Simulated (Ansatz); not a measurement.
## Ligand exchange: AlHBr2 + GaHBr2 → AlH2Br + GaBr3

Species: AlHBr2 `[Br][AlH][Br]`, singlet; GaHBr2 `[Br][GaH][Br]`, singlet; AlH2Br `[AlH2][Br]`, singlet; GaBr3 `[Br][Ga]([Br])[Br]`, singlet. The partners trade Br for H: Al–Br and Ga–H bonds give way to Al–H and Ga–Br.

Shapes, held fixed at every level: PBE0-D4/def2-TZVP. Programs: Ansatz 0.2.0. The zero-point and thermal change to 298 K, harmonic and unscaled (PBE0-D4/def2-TZVP), is -1.0 kJ/mol.

```csv
level,kind,ΔH(298 K) (kJ/mol),less CCSD(T)/def2-TZVPP
r2SCAN-D4/def2-TZVPP,meta-GGA,+47.8,+6.2
PBE0-D4/def2-TZVPP,global hybrid,+44.1,+2.5
r2SCAN0-D4/def2-TZVPP,global hybrid,+46.6,+5.0
B2PLYP/def2-TZVPP,double hybrid,+43.6,+2.0
MP2/def2-SVP,perturbation theory,+38.5,-3.1
MP2/def2-TZVPP,perturbation theory,+42.0,+0.4
CCSD(T)/def2-SVP,coupled cluster or CI,+38.2,-3.4
CCSD(T)/def2-TZVPP,coupled cluster or CI,+41.6,0.0
```

The highest level, CCSD(T)/def2-TZVPP, gives ΔH(298 K) = +41.6 kJ/mol; the levels span +38.2 to +47.8. The column of differences is taken from that level and isn't an error. No measured value is set beside it here. Relativity is left out for Br, Ga unless named. Correlated rows may include outer-core shells of Br, Ga, which these sets cover unevenly.
